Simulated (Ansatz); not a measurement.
Reactions of C$_{3}$H$_{7}$ClSn, SMILES `C[CH](C)[Sn][Cl]`.

Program: Ansatz. Geometries: PBE0-D4/def2-TZVP. ΔE: electronic, gas phase. CCSD(T)/CBS adds triple-zeta CCSD(T) − MP2 to the extrapolated MP2 energy (def2 sets, frozen cores). This one scheme is used for every species. def2 core potentials past Kr. For Br, I, Mg, Sn outer-core shells are correlated without core-valence functions, which leaves a few kJ/mol of doubt a bond. Scalar relativity is left out up to krypton. Each species was taken in one conformer, which may not be the lowest.

**Question.** Order these by ΔE at CCSD(T)/CBS, lowest first. (Best estimate.)
A. `C[CH](C)[Sn][Cl]` + `C=C(N)I` → `C=C(I)NC` + `C[CH2][Sn][Cl]`
B. `C[CH](C)[Sn][Cl]` + `CCC(C)CC` → `CCC(C)(C)CC` + `C[CH2][Sn][Cl]`
C. `C[CH](C)[Sn][Cl]` + `O[SiH3]` → `CO[SiH3]` + `C[CH2][Sn][Cl]`
D. `C[CH](C)[Sn][Cl]` + CH₃OH → `C[O][Sn][Cl]` + `CCC`
E. `C[CH](C)[Sn][Cl]` + `[OH][Mg][Br]` → `[Cl][Sn][Br]` + `C[CH](C)[Mg][OH]`
F. `C[CH](C)[Sn][Cl]` + H₂O → `C[CH](C)[Sn][OH]` + HCl
G. `C[CH](C)[Sn][Cl]` + H₂O → `[OH][Sn][Cl]` + `CCC`

**Answer.** D (-27.3 kcal/mol), G (-23.7 kcal/mol), B (-2.3 kcal/mol), A (+4.9 kcal/mol), C (+13.4 kcal/mol), E (+16.0 kcal/mol), F (+18.8 kcal/mol).

Largest T1 diagnostic: 0.017, for `C[O][Sn][Cl]`.
